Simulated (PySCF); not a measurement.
## Calculated data, C₂H₇OSi, AlBH₅N₂

Calculation on a computer-drawn molecule: the log of a Hartree-Fock and frozen-core CCSD(T) single point meant for a local Hartree-Fock minimum, with one planted fault or none, to be diagnosed. Offsets are logged minus clean, where the clean run is the same molecule without the fault. The reference is restricted for singlets and unrestricted otherwise, and also for a bond in bohr or an excited solution. Adding or removing an electron swaps singlet and doublet. The excited solution moves the top pair (singlet) or top alpha electron (doublet) to the lowest empty orbital. Highest occupied and lowest empty are orbital energies over both spins, largest force is the largest gradient component, triples share is (T) over the correlation energy, the T1 limit is 0.02 restricted and 0.045 unrestricted, electrons count all cores, a negative frequency is imaginary (commonest isotopes), and the dipole is about the centre of nuclear charge. Program: PySCF 2.14.0.

Common to all runs: meant basis cc-pV(D+d)Z; logged SCF converged yes; logged CC converged yes; logged SCF stable within its kind yes; possible faults no fault, one electron removed, one electron added, multiplicity raised by two, geometry at a saddle point, SCF held on an excited solution, minimal basis STO-3G, one bond length entered in bohr, all coordinates scaled.

(1) 
```xyz
11
formula=C2H7OSi meant_charge=0 meant_multiplicity=2 logged_electrons=41 logged_basis_functions=31 logged_spin_squared=0.7649 logged_highest_occupied=-8.2433 logged_lowest_empty=8.8773 logged_largest_force=0.03936 logged_T1_diagnostic=0.0082008 logged_D1_diagnostic=0.026834 logged_triples_share=0.013112 logged_dipole_magnitude=0.93707 logged_energy_HF=-438.28232 logged_energy_CCSD(T)=-438.5 planted_fault=minimal_basis_STO-3G HF_energy_offset_from_clean_run=3334 CCSD(T)_energy_offset_from_clean_run=3581
C     -1.0867     1.3382     2.8238
C     -1.1850     0.7047     1.4769
O      0.0964     0.3371     1.0317
Si     0.4741    -0.3698    -0.4054
H     -0.2706     1.0580     3.4766
H     -1.9552     1.8295     3.2446
H     -1.8309    -0.1841     1.5196
H     -1.6506     1.4002     0.7688
H     -0.2117    -1.6763    -0.5458
H      0.0613     0.4909    -1.5391
H      1.9351    -0.5615    -0.4200
```

Units: logged_highest_occupied, logged_lowest_empty in eV; logged_largest_force in hartree/bohr; logged_dipole_magnitude in debye; logged_energy_HF, logged_energy_CCSD(T) in hartree; HF_energy_offset_from_clean_run, CCSD(T)_energy_offset_from_clean_run in kcal/mol.

Drawn bonds:
```tsv
atom	other atom	order
1	2	1
2	3	1
3	4	1
1	5	1
1	6	1
2	7	1
2	8	1
4	9	1
4	10	1
4	11	1
```

(2) 
```xyz
9
formula=AlBH5N2 meant_charge=1 meant_multiplicity=1 logged_electrons=37 logged_basis_functions=90 logged_spin_squared=0.7902 logged_highest_occupied=-5.2658 logged_lowest_empty=1.1238 logged_largest_force=0.031438 logged_T1_diagnostic=0.016972 logged_D1_diagnostic=0.063142 logged_triples_share=0.028116 logged_dipole_magnitude=3.1126 logged_energy_HF=-378.42387 logged_energy_CCSD(T)=-378.9538 planted_fault=one_electron_added HF_energy_offset_from_clean_run=-109.8 CCSD(T)_energy_offset_from_clean_run=-116.6
N      0.3976     0.8960     1.3185
B     -0.8274     0.3689     1.7221
N     -1.0566    -0.4842     2.7997
Al    -2.5844     0.9440     0.5329
H      1.2468     0.6821     1.8078
H      0.5477     1.5064     0.5447
H     -0.3080    -0.7933     3.3917
H     -1.9394    -0.8549     3.0777
H     -3.8296     1.3513    -0.3100
```

Units: logged_highest_occupied, logged_lowest_empty in eV; logged_largest_force in hartree/bohr; logged_dipole_magnitude in debye; logged_energy_HF, logged_energy_CCSD(T) in hartree; HF_energy_offset_from_clean_run, CCSD(T)_energy_offset_from_clean_run in kcal/mol.

Drawn bonds:
```tsv
atom	other atom	order
1	2	1
2	3	1
2	4	1
1	5	1
1	6	1
3	7	1
3	8	1
4	9	1
```
